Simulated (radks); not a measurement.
Problem. Valence configurations of Tc II (all share [Kr]). Calculated with a radial shooting solver on a logarithmic mesh with Libxc functionals: scalar-relativistic Kohn-Sham, r2SCAN, spin-polarised, spherical densities, finite nucleus; open shells are filled with parallel spins first (spin-orbit coupling, left out, can overturn this in heavy ions); meta-GGA in the generalised Kohn-Sham scheme; Fermi nuclear charge, rms radius 4.4112 fm. Order these by energy: 4d2.5 5s1.5 5p2; 4d5 5p1; 4d5 5s0.5 5p0.5; 4d4 5s0.5 5p1.5; 4d4 5s1 5p1; 4d3 5s2 5p1; 4d5 5s1; 4d4.5 5s1.5; 4d6; 4d4 5s2.

Solution. From the lowest, in eV above it: 4d5 5s1 0.000; 4d6 1.604; 4d5 5s0.5 5p0.5 2.590; 4d4.5 5s1.5 3.521; 4d5 5p1 5.111; 4d4 5s2 6.837; 4d4 5s1 5p1 9.603; 4d4 5s0.5 5p1.5 12.389; 4d3 5s2 5p1 18.721; 4d2.5 5s1.5 5p2 27.128. NIST lists [Kr] 4d5 5s1 as the ground configuration; this level of theory agrees among the configurations tried. The energies are those of spherical high-spin densities, not of single terms.
